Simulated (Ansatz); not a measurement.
Basis sets compared for Ti(OH)4 (TiO4H4). Total charge 0; singlet. Geometry PBE-D4/def2-SVP. Ansatz on 4 threads of Arm Neoverse V2 on a shared host; times are rough, and most runs start from earlier orbitals.

```xyz
9

Ti    0.0004    0.0007   -0.0010
O     1.7279   -0.4486   -0.2928
H     2.4655   -0.2693    0.3159
O    -0.4448    1.4457   -0.9936
H     0.0659    1.7852   -1.7493
O    -0.2493    0.4177    1.7410
H    -0.6720   -0.1580    2.4018
O    -1.0323   -1.4126   -0.4574
H    -1.8612   -1.3609   -0.9645
```

The 6-31G sets use Cartesian d functions. B3LYP takes the VWN-RPA correlation.

Binding counts from free atoms (Ti triplet, O triplet, H doublet) in the same basis, without a counterpoise term.

```tsv
level	functions	energy (Eh)	HOMO (eV)	LUMO (eV)	binding per atom (eV)	wall time
PBE-D4/def2-SVP	107	-1152.1303	-6.83	-1.80	4.49	0.85 s
PBE-D4/def2-TZVP	193	-1152.6208	-7.32	-2.22	–	1.6 s
r2SCAN-D4/def2-TZVP	193	-1152.9729	-7.71	-2.15	–	3.2 s
B3LYP-D4/6-31G	73	-1152.8705	-8.35	-1.36	4.04	1.1 s
B3LYP-D4/def2-TZVP	193	-1153.1643	-8.76	-1.58	4.24	2.1 s
PBE0-D4/def2-SVP	107	-1152.1210	-8.67	-1.02	4.20	1.2 s
PBE0-D4/def2-TZVP (with forces)	193	-1152.6089	-9.03	-1.26	4.19	3 s
```

(1) Estimate the rows for PBE-D4/def2-TZVPD, r2SCAN-D4/def2-TZVPD, PBE0-D4/def2-TZVPD.

## Answers

(1) 
```csv
level,functions,energy (Eh),HOMO (eV),LUMO (eV),binding per atom (eV),wall time
PBE-D4/def2-TZVPD,244,-1152.6270,-7.42,-2.33,–,2.6 s
r2SCAN-D4/def2-TZVPD,244,-1152.9778,-7.77,-2.22,–,4.5 s
PBE0-D4/def2-TZVPD,244,-1152.6143,-9.09,-1.33,4.20,3.5 s
```
